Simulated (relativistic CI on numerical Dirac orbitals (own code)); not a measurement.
Tc3+: L-alpha,beta X-ray emission

Computed with this model: Dirac-Coulomb-Breit CI, orbitals from a KLI potential per configuration, a model potential for QED, valence Slater integrals scaled by 0.7, multiplet model of X-ray emission after core ionisation; configurations [Kr] 4d4 → [He] 2s2 2p5 3s2 3p6 3d10 4s2 4p6 4d4 → [Ar] 3d9 4s2 4p6 4d4; 300 K; Lorentzian 2.8 eV and Gaussian 0.6 eV FWHM. Energies are those of the free ion, without screening or charge transfer. S is read from ⟨S²⟩ = S(S + 1).

Computed curve for free ion, scaled to 100 at the maximum (points under 2 are left out and the grid is thinned):

Energy (eV), Intensity and a bar:
```
   2413.2        2.1 
   2414.4        2.9 
   2415.2        3.5 
   2416.4        4.3 #
   2417.2        4.9 #
   2418.4        6.3 #
   2419.2        8.1 ##
   2420.4       13.0 ###
   2421.2       18.2 #####
   2422.4       28.0 ########
   2423.2       37.9 ###########
   2424.4       71.8 ######################
   2425.2       98.4 ##############################
   2426.4       74.4 #######################
   2427.6       33.7 ##########
   2428.4       20.8 ######
   2429.6       11.5 ###
   2430.4        8.3 ##
   2431.6        5.6 #
   2432.4        4.4 #
   2433.6        3.2 
   2434.4        2.7 
   2435.6        2.1 
   2529.6        2.7 
   2530.8        4.5 #
   2531.6        6.0 #
   2532.8        7.7 ##
   2534.0        9.1 ##
   2534.8       10.1 ##
   2536.0       15.2 ####
   2536.8       22.6 ######
   2538.0       39.3 ############
   2538.8       45.8 ##############
   2540.0       31.7 #########
   2540.8       19.6 #####
   2542.0       10.2 ###
   2542.8        7.0 ##
   2544.0        4.2 #
   2544.8        3.2 
   2546.0        2.2
```

The ground state has S = 1.98, and the centroid lies at 2463.61 eV.
